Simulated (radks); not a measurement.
Problem. The mean radii <r> (bohr) of the occupied orbitals of an atom or ion are listed with their occupations. Calculated with a radial shooting solver on a logarithmic mesh with Libxc functionals: Dirac Kohn-Sham, LDA (Slater exchange, Perdew-Wang correlation), spin-unpolarised, spherical densities, finite nucleus; Fermi nuclear charge, rms radius of each element as measured or else 0.836 A^(1/3) + 0.57 fm.

orbital  occ.      <r>
1s1/2       2  0.02039
2s1/2       2  0.08522
2p1/2       2  0.07088
2p3/2       4  0.07795
3s1/2       2   0.2097
3p1/2       2   0.1979
3p3/2       4   0.2089
4s1/2       2   0.3995

Name the element and its charge. Open shells, if any, are shared by 2j + 1.

Solution. Z = 68, erbium, charge +48: Er48+ in [Ar] 4s2. The 1s radius gives Z: for a bare nucleus <r> = (2 gamma + 1)/(2Z) with gamma = sqrt(1 - (Z/c)^2), 0.02012 bohr for Z = 68, and screening makes it slightly larger (0.02039 here). The occupations add up to 20, and the charge is Z minus that.
